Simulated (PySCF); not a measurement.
# `C=Cc1c(C=O)c1=O`, C$_{6}$H$_{4}$O$_{2}$

Cartesian coordinates in Å; atom numbers follow the order of the lines, from 1:
```xyz
12

C     2.432   -0.029    0.375
C     1.248   -0.543    0.005
C     0.044    0.233    0.090
C    -1.301    0.243   -0.118
C    -2.388   -0.636   -0.594
O    -2.184   -1.771   -0.939
C    -0.697    1.437    0.388
O    -0.741    2.572    0.771
H     2.503    0.996    0.751
H     3.352   -0.615    0.313
H     1.159   -1.567   -0.373
H    -3.406   -0.184   -0.612
```

Method used: quadratic response CAM-B3LYP/aug-cc-pVDZ first hyperpolarisability, Taylor convention, gas phase (PySCF). Geometry: PBE0-D3(BJ)/def2-SVP.

**Question.** What is the first hyperpolarisability, and how does it disperse?

**Answer.** In au, Taylor convention; the vector part is βᵢ = ⅓ Σⱼ (βᵢⱼⱼ + βⱼᵢⱼ + βⱼⱼᵢ); β∥ is 3/5 of the vector part along the dipole, the dipole points from − to +:
| process | λ (nm) | β vector norm | β∥ | β HRS | depolarisation ratio |
| --- | --- | --- | --- | --- | --- |
| static β(0;0,0) | ∞ | 491.7 | 84.6 | 208.9 | 4.61 |
| second harmonic β(−2ω;ω,ω) | 1907 | 550.9 | 95.7 | 233.6 | 4.64 |
| Pockels β(−ω;ω,0) | 1907 | 510.3 | 88.1 | – | – |
| second harmonic β(−2ω;ω,ω) | 1064 | 728.1 | 128.1 | 307.4 | 4.72 |
| Pockels β(−ω;ω,0) | 1064 | 555.4 | 96.5 | – | – |

**Question.** Which lowest excitations, dipole and polarisabilities go with it?

**Answer.** S1 2.82 eV (f = 0.001); S2 3.98 eV (f = 0.000); S3 4.71 eV (f = 0.000); dipole 2.66 D; isotropic α 81.8 au static, 82.2 au at 1907 nm, 83.2 au at 1064 nm, 83.6 au at 953.5 nm, 88.7 au at 532 nm.
